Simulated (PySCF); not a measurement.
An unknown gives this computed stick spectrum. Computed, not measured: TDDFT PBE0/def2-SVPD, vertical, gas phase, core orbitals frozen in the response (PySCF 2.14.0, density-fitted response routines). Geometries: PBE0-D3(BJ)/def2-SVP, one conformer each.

```
state  λ (nm)       f
   S1   305.0  0.0005
   S2   210.9   0.046
   S3   210.0  0.0028
   S4   203.3   0.044
   S5   190.6  0.0060
   S6   189.0   0.017
   S7   182.5  0.0083
   S8   181.2  0.0045
   S9   180.2  0.0089
  S10   173.4   0.055
```

Question: Which structure fits? All have the formula C7H13NSi.
A. `CCc1cc(C)n([SiH3])c1`
B. `C=C1CC/C1=C\C[SiH2]N`
C. `[SiH2](N=C)C(C)(C)CC#C`
D. `C#C[C@@H]1C[Si@@H](N)C[C@H]1C`
E. `C(#C)[SiH2]N(CCC=C)C`

Answer: C. Its S1, at 4.06 eV, is the lowest among the candidates; the nearest of the others has S1 at 4.66 eV. S1 is HOMO→LUMO (96%). Löwdin shares by element: HOMO nitrogen 54%, carbon 15% or more, silicon 8%, hydrogen 6% or more (atoms not listed hold the other 16%); LUMO carbon 42% or more, nitrogen 34%, hydrogen 13% or more. At the same level the other candidates give, for their lowest levels:
- `C=C1CC/C1=C\C[SiH2]N`: 266 nm (f 0.422); 226 nm (f 0.037); 219 nm (f 0.009); 205 nm (f 0.011); 198 nm (f 0.005); T1 2.71 eV; HOMO -6.12, LUMO -1.04 eV
- `C#C[C@@H]1C[Si@@H](N)C[C@H]1C`: 194 nm (f 0.023); 191 nm (f 0.001); 185 nm (f 0.009); 184 nm (f 0.002); 176 nm (f 0.012); T1 5.24 eV; HOMO -7.25, LUMO 0.43 eV
- `CCc1cc(C)n([SiH3])c1`: 244 nm (f 0.001); 225 nm (f 0.003); 213 nm (f 0.032); 212 nm (f 0.008); 208 nm (f 0.001); T1 4.00 eV; HOMO -5.83, LUMO 0.29 eV
- `C#C[SiH2]N(C)CCC=C`: 242 nm (f 0.025); 230 nm (f 0.001); 213 nm (f 0.064); 208 nm (f 0.001); 202 nm (f 0.015); T1 4.30 eV; HOMO -6.49, LUMO -0.22 eV

Shape of the structure used: `[CH:1]#[C:2][CH2:3][C:4]([CH3:5])([CH3:6])[SiH2:7][N:8]=[CH2:9]`: C2–C3–C4–C5 -62°, C3–C4–Si7–N8 -58°, C4–Si7–N8–C9 -123°.
Triplets come from the Tamm–Dancoff approximation.
